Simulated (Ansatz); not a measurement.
Si3O6⁺. Charge 1, multiplicity 2. Geometry PBE0-D4/def2-SVP, that of the neutral singlet.

```xyz
9

Si    0.000    0.000    0.000
Si   -1.555   -1.291    1.257
Si    1.555    1.291   -1.257
O     0.117   -1.103    1.252
O     0.870   -0.238   -1.409
O    -1.663   -0.181   -0.003
O     0.676    1.522    0.159
O     2.543    2.112   -2.056
O    -2.544   -2.111    2.056
```

At PBE-D4/def2-TZVP the gap within one spin of the charge 1 doublet nearly closes, so an electron or hole may be smeared out by delocalisation error. The structure comes from a short search, and lower isomers may exist.

(1) Estimate the α-spin orbital energies around the gap (eV) in Ansatz with PBE-D4/def2-TZVP, PBE0-D4/def2-TZVP.

Answers

(1) 
```csv
orbital,PBE-D4/def2-TZVP,PBE0-D4/def2-TZVP
HOMO−5,-14.65,-16.39
HOMO−4,-14.33,-16.12
HOMO−3,-14.26,-16.04
HOMO−2,-14.08,-15.87
HOMO−1,-14.08,-15.87
HOMO,-14.00,-15.69
LUMO,-8.72,-7.77
LUMO+1,-7.85,-6.84
LUMO+2,-6.88,-5.93
LUMO+3,-6.87,-5.92
LUMO+4,-4.90,-3.89
LUMO+5,-4.89,-3.88
β HOMO,-13.64,-13.72
β LUMO,-13.62,-13.17
```
